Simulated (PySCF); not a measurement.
**Cr (chromium, neutral) across methods**

[Ar] 3d5 4p1, high-spin 7P determinant (an excited configuration). All numbers are calculated (PySCF 2.14, the non-relativistic Hamiltonian (point nucleus), in aug-cc-pVDZ (7s6p4d2f, 59 functions)).

| method | E (hartree) | mean ε 3p β (eV) | mean ε 3d α (eV) | mean ε 4p α (eV) | Σ⟨r²⟩ (bohr²) | ⟨S²⟩ |
| --- | --- | --- | --- | --- | --- | --- |
| M06-2X | -1044.281 | -48.111 | -8.643 | -2.808 | 51.38 | 12.000 |
| r2SCAN | -1044.320 | -44.214 | -5.849 | -2.172 | 48.57 | 12.000 |
| LDA | -1042.074 | -42.874 | -5.197 | -2.091 | 49.28 | 12.000 |
| wB97M-V | -1044.271 | -48.852 | -9.761 | -3.778 | 50.26 | 12.000 |
| UHF | -1043.25891 | -51.815 | -11.971 | -3.350 | 54.73 | 12.000 |
| CAM-B3LYP | -1044.380 | -47.363 | -8.538 | -3.228 | 49.70 | 12.000 |
| wB97X | -1044.319 | -48.651 | -9.569 | -3.847 | 50.13 | 12.000 |
| PBE0 | -1044.136 | -45.466 | -6.923 | -2.484 | 50.30 | 12.000 |
| PBE | -1044.102 | -42.795 | -5.044 | -2.072 | 50.10 | 12.000 |
